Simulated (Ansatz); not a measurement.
System: CH5SSi, charge 0, doublet. CH5SSi (SMILES CS[SiH2], doublet).
B3LYP-D3(BJ)/def2-TZVP minimum from Ansatz (a first-principles code):
```xyz
8

Si     1.1977    -0.3105     0.6954
S     -0.1958     0.3291    -0.7864
C     -1.7777    -0.1279     0.0143
H      2.5109     0.2340     0.2625
H      0.8186     0.2431     2.0287
H     -1.8604    -1.2081     0.1129
H     -2.5724     0.2349    -0.6340
H     -1.8660     0.3449     0.9904
```
Charge 0, spin multiplicity 2.

Total energies in cc-pV(D+d)Z, 19 correlated electrons, 11 frozen orbitals. Open shells are spin-unrestricted; no spin-orbit coupling. Correlated methods leave the cores frozen. No relativity.

```tsv
method	program	energy (Eh)	minus CCSDT(Q) (mEh)
HF	Ansatz	-727.23278	430.31
MP2	Ansatz	-727.59831	64.77
CCSD	Ansatz	-727.64835	14.73
CCSD(T)	Ansatz	-727.66093	2.15
CCSDT(Q)	Ansatz	-727.66308	0.00
```

Rough core times of Ansatz's runs on a shared machine: CCSD(T) 20 s, CCSDT(Q) 60 min.
